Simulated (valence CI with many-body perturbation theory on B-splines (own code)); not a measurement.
Tb¹⁵⁺: key properties

Method: valence CI with perturbative core correlation (CI+MBPT): four valence electrons over a frozen Dirac-Fock core [Kr] 4d10, a basis of 7 s, 7 p, 7 d, 7 f, 4 g, 2 h functions for each j, with the one-electron correlation potential Σ1 (screened to all orders), the two-electron term Σ2, the three-electron term Σ3, Breit, model QED; selected single and double excitations, second order for the rest, scaled by the run's own slope (own B-spline code, finite nucleus).

No measured levels were compared; by estimate terms of the open shell hold to a few per cent of their energy, and close levels can change places; configurations with another count of f electrons can be misplaced by thousands of cm⁻¹.

Rates and lifetimes use the calculated energies. Strong lines usually hold to 10 to 20 %, long lifetimes can be off by a factor of two.

(1) What is the ground level?

(2) How well does LS coupling describe the low levels?

(3) How is the term 5I of the ground level split?

(4) What is the ionisation energy?

(5) Where does the other parity begin?

Answers

(1) 4f4 5I_4, composition 95 % 4f4 5I + 5 % 4f4 3H, g = 0.609.

(2) Among the lowest 20 levels the leading LS term, summed over configurations, holds 80 % on average. For single configurations the figures are 80 % in LS and 55 % in jj coupling. Terms mix most in the J = 4 level at 3.943 eV, where the leading one holds 40 %.

(3) J = 4 at 0.000, J = 5 at 0.463, J = 6 at 0.943, J = 7 at 1.423, J = 8 at 1.894 eV.

(4) 318.62 eV; NIST lists 325 ± 16 eV (theoretical).

(5) At 4f3.5s 5I°_4, 4.694 eV.
